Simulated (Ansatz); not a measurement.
Cartesian coordinates in Å:
```
N -1.7520 -0.0874 0.4289
Hf 0.2387 -0.4014 0.2497
N 1.0424 1.4141 -0.1685
O 0.4749 -1.6522 -1.1948
Cl 1.2380 -1.2018 2.2619
H -2.1937 0.4087 1.1912
H -2.4691 -0.4839 -0.1616
H 2.0293 1.6314 -0.1891
H 0.5200 2.2501 -0.3863
H 0.8715 -1.8776 -2.0315
```

Charge 0, multiplicity 1. Hf takes the def2 core potential.

Question: List the ωB97M-V/def2-TZVPP orbital energies in eV (Ansatz). (Estimate.)

Answer: Computed: Occupied: -2770.90, -525.89, -393.87, -393.72, -261.31, -198.72, -198.69, -198.68, -70.81, -39.38, -39.15, -39.07, -29.65, -25.63, -25.42, -24.30, -16.53, -15.86, -15.67, -13.34, -13.02, -12.38, -12.11, -11.81, -11.18, -11.01, -9.99, -9.76. Lowest empty: 1.06, 1.98, 2.43, 2.65, 2.76, 2.92, 3.08, 3.20.
